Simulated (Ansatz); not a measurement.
Ansatz (an electronic-structure program) input (B3LYP-D3(BJ)/def2-TZVP):

Ansatz 0.2 input:
```yaml
crystal:
  periodic: [false, false, false]
  atoms:
    - {symbol: Br, position_ang: [1.12902055, -0.02293879, 0.01074583]}
    - {symbol: Br, position_ang: [-1.10845988, -0.00345869, 0.01479761]}
basis:
  gaussian:
    orbitals: def2-TZVP
hamiltonian:
  xc: b3lyp
  dispersion: d3bj
total_charge: 1
magnetization: {spin_polarized: true, initial_magnetization: 1}
relax: {f_tol: 0.002, max_steps: 150}
```

End of the output:

```
the calculation of the forces begins
reference -140083.48609809 eV, -5147.9731621078 hartree; 35, 34 occupied and 61, 62 virtual orbitals, 684 factors
relax step   1: F+E_penalty+E_count = -140083.56163009 eV  Δ(F+E_penalty+E_count) = +0.000e0 eV  max|allowed force component| = 2.850e-1 eV/Å  Δτ_max = 0.0000 Å  (47 SCF iters, accepted)
these checks for a lower state are left out or cut short: starts, cluster_reference, orbital_swaps, neighbouring_geometries, increment
integrals: 0.04 GiB planned
684 factors; integrals over basis functions are off by at most 2.4e-4 eV
mean field: 0.60 GiB planned
mean field evaluation 32: about -140083.4880 eV, gradient 1.5e-5 eV
mean field -140083.48804578 eV, -5147.9732336838 hartree, gradient 1.5e-5 eV, S^2 0.752980; 0 other end points of the search recorded, 0 dependent functions left out
the calculation of the forces begins
reference -140083.48822607 eV, -5147.9732403096 hartree; 35, 34 occupied and 61, 62 virtual orbitals, 684 factors
relax step   2: F+E_penalty+E_count = -140083.56382014 eV  Δ(F+E_penalty+E_count) = -2.190e-3 eV  max|allowed force component| = 4.288e-2 eV/Å  Δτ_max = 0.0089 Å  (35 SCF iters, accepted)
these checks for a lower state are left out or cut short: starts, cluster_reference, orbital_swaps, neighbouring_geometries, increment
integrals: 0.04 GiB planned
684 factors; integrals over basis functions are off by at most 2.4e-4 eV
mean field: 0.60 GiB planned
mean field -140083.48810201 eV, -5147.9732357505 hartree, gradient 1.3e-5 eV, S^2 0.752979; 0 other end points of the search recorded, 0 dependent functions left out
the calculation of the forces begins
reference -140083.48828235 eV, -5147.9732423777 hartree; 35, 34 occupied and 61, 62 virtual orbitals, 684 factors
relax step   3: F+E_penalty+E_count = -140083.56386863 eV  Δ(F+E_penalty+E_count) = -4.850e-5 eV  max|allowed force component| = 5.760e-4 eV/Å  Δτ_max = 0.0011 Å  (27 SCF iters, accepted)
integrals: 0.04 GiB planned
684 factors; integrals over basis functions are off by at most 2.4e-4 eV
mean field: 0.60 GiB planned
mean field -140083.48810202 eV, -5147.9732357505 hartree, gradient 1.3e-5 eV, S^2 0.752979; 2 other end points of the search recorded, 0 dependent functions left out
the calculation of the forces begins
reference -140083.48828235 eV, -5147.9732423777 hartree; 35, 34 occupied and 61, 62 virtual orbitals, 684 factors
Total energy: -140083.56404897 eV, -5147.9760267495 hartree
Atom 0 at     1.121275    -0.022871     0.010760 Å, force    -0.000576     0.000005     0.000001 eV/Å
Atom 1 at    -1.100715    -0.003526     0.014784 Å, force     0.000576    -0.000005    -0.000001 eV/Å
Dipole moment:     0.000000    -0.000000     0.000000 e Å
```
